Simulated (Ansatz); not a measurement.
SiH2Me(vinyl) (C₃H₈Si), relaxed as a singlet with RKS r2SCAN-D4/def2-SVP in Ansatz, starting from the GFN2-xTB geometry. Force threshold 0.02 eV/Å.

Start:

Cartesian coordinates in Å:
```
C 1.275 -1.217 -0.816
C -1.028 0.205 0.654
C -1.910 1.143 0.344
Si 0.814 0.277 0.264
H 1.125 1.524 -0.444
H 1.569 0.219 1.525
H 2.341 -1.233 -1.024
H 0.754 -1.195 -1.769
H 1.024 -2.153 -0.326
H -1.388 -0.677 1.173
H -1.617 2.044 -0.170
H -2.959 1.063 0.587
```

(1) Estimate the energy that the relaxation releases and the steps that it takes.

(2) Does the start keep its bonding and symmetry?

(3) Predict the relaxed structure.

Answers

(1) 1.5 kcal/mol, in 7 steps; 22 s on 2 threads of Arm Neoverse V1 on a shared host. No frequencies were taken in this run, so the end may be a saddle point.

(2) By distances, no bond broke or formed. The bond that changes most is Si4–H5, from 1.47 to 1.50 Å (atoms count from 1).

(3) 
| atom | x (Å) | y (Å) | z (Å) |
| --- | --- | --- | --- |
| C1 | 1.287 | -1.216 | -0.823 |
| C2 | -1.033 | 0.194 | 0.677 |
| C3 | -1.907 | 1.153 | 0.333 |
| Si4 | 0.793 | 0.238 | 0.264 |
| H5 | 1.082 | 1.533 | -0.430 |
| H6 | 1.595 | 0.191 | 1.529 |
| H7 | 2.367 | -1.199 | -1.040 |
| H8 | 0.745 | -1.191 | -1.781 |
| H9 | 1.058 | -2.173 | -0.328 |
| H10 | -1.422 | -0.674 | 1.230 |
| H11 | -1.593 | 2.051 | -0.216 |
| H12 | -2.974 | 1.092 | 0.584 |
Bond lengths: 2 × C–Si 1.87 to 1.88 Å; 1 × C–C 1.34 Å; 6 × C–H 1.10 Å; 2 × H–Si 1.50 Å.
